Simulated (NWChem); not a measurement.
## A calculation on OPb

```xyz
2

Pb     0.0000     0.0000     0.1746
O      0.0000     0.0000    -1.7900
```
Charge 0, spin multiplicity 1.

The numbers come from NWChem runs, not from measurements. The geometry was optimised at PBE/def2-SVP with def2 effective core potentials on Pb, a minimum by its harmonic frequencies.

Symmetry labels belong to the abelian group C2v used in the runs, with the axes of the coordinates shown; states degenerate in a higher group split over its labels.

Effective core potentials replace the inner electrons of Pb; spin-orbit coupling is left out. The structure started from a generated list of species.

Task: List the lowest 6 singlet excitations that CIS/def2-SVPD with def2 effective core potentials on Pb gives, with oscillator strengths.

Result: 
```csv
state,symmetry,energy (eV),wavelength (nm),f
1,a2,3.56,349,0.000
2,b1,3.61,344,0.032
3,b2,3.61,344,0.032
4,a1,3.78,328,0.000
5,a2,3.78,328,0.000
6,a1,5.27,235,0.000
```
